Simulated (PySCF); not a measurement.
## Basis and Hamiltonian dependence of the excitation energy of Re⁺

Re⁺ [Xe] 4f14 5d5 6s1 (7S) → Re⁺ [Xe] 4f14 5d5 6p1 (7P). Calculated with PySCF 2.14 from differences of total energies of unrestricted determinants, without spin-orbit coupling. Values in eV.

```csv
basis,Hamiltonian,functions,UHF,r2SCAN,PBE0,MP2 (valence),CCSD(T) (valence)
aug-cc-pVDZ-PP with ECP60MDF,ECP,54,5.653,6.176,5.932,5.848,5.852
def2-TZVPPD with the def2 core potential (60 electrons),ECP,59,5.735,6.286,6.038,5.950,5.948
x2c-TZVPPall,spin-free X2C,97,5.670,n/a,n/a,5.860,5.852
"x2c-TZVPPall with one added diffuse shell each of s, p, d, f type",spin-free X2C,113,5.667,6.239,5.945,5.858,5.852
aug-cc-pVQZ-PP with ECP60MDF,ECP,135,5.673,6.208,5.963,5.899,n/a
```

Frozen in the all-electron rows: valence: [Xe] 4f14; with a core potential, the same shells as far as they lie outside it.
